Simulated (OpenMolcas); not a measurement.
A calculation on O3+.

```yaml
Program: OpenMolcas
Method: "SS-CASPT2, IPEA 0.25 Eh, imaginary shift 0.1 Eh (closed shells correlated: 1s)"
Basis: ANO-RCC-VTZP [4s3p2d1f]
Scalar_Hamiltonian: DKH2, point nucleus
Active_space: 3 electrons in 4 orbitals (2s 2p)
State_averaging: 2S+1 = 4 odd, 1 root; 2S+1 = 2 odd, 11 roots; 2S+1 = 4 even, 3 roots; 2S+1 = 2 even, 9 roots
Spin-orbit_coupling: state interaction with AMFI integrals over the reference wave functions, term energies averaged over their components
```

(1) Which level of the active space comes out lowest?

(2) How high does 2s 2p² ⁴P_3/2 lie?

(3) How high does 2s 2p² ²P_3/2 lie?

(4) How high does 2s 2p² ²D_3/2 lie?

Measured values: Moore, Selected Tables of Atomic Spectra, NSRDS-NBS 3, section 10.

## Answers

(1) 2s² 2p ²P°_1/2, with 100 % of that term; it is also the measured ground level.

(2) 70150 cm⁻¹ above the lowest level; measured 71570 cm⁻¹ above the ground level, so the calculation is off by -2 %.

(3) 183290 cm⁻¹ above the lowest level; measured 180724 cm⁻¹ above the ground level, so the calculation is off by +1 %.

(4) 127640 cm⁻¹ above the lowest level; measured 126950 cm⁻¹ above the ground level, so the calculation is off by +1 %.

Computed and measured levels are paired by configuration, term and J; levels that our copy of the source lacks, or whose pairing is in doubt (as where it misses far off the trend of its configuration), stay unpaired and out of the deviations. Levels of configurations outside the active space are missing.

° marks odd parity.
